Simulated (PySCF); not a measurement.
# ³¹P chemical shifts

- GFN2-xTB structure
- shielding tensors at PBE0/pcSseg-1 (GIAO)
- program: PySCF 2.14.0 with density-fitted response routines
- fast rotation and ring inversion assumed for equivalent nuclei, in vacuum, relativity neglected, one computed conformer

Shieldings were converted by a linear fit to measured shifts: ³¹P: δ = 270.09 − 0.828σ (rms 18.1 ppm, 64 shifts vs H3PO4, solution or neat liquid). Occasional misses reach two or three times the rms, and more in compound classes unlike the fitted ones.

Q: Give the ³¹P shifts of `FC(F)[SiH2][C@@H]([SiH3])[SiH2]P`, `CP(C)C`, `CP(C)C`, `CC/C=C/[Si@H]([SiH3])P`.

A: 
```csv
compound,environment,δ (ppm)
FC(F)[SiH2][C@@H]([SiH3])[SiH2]P,"phosphorus bonded to Si, 2 H",-241.5
CP(C)C,phosphorus bonded to 3 C,-61.7
CP(C)C,phosphorus bonded to 3 C,-61.7
CC/C=C/[Si@H]([SiH3])P,"phosphorus bonded to Si, 2 H",-238.0
```

Q: Order these by ³¹P shift, lowest first.
A. C#C[P@](=O)(O)C(=C)C
B. C=C[P@]1(=O)C=C1OC
C. C=CCC[SiH2][SiH2]P

A: C (-250.6 ppm, phosphorus bonded to Si, 2 H), B (-65.1 ppm, phosphorus bonded to 3 C, O, in a 3-membered ring), A (11.8 ppm, phosphorus bonded to 2 C, 2 O).
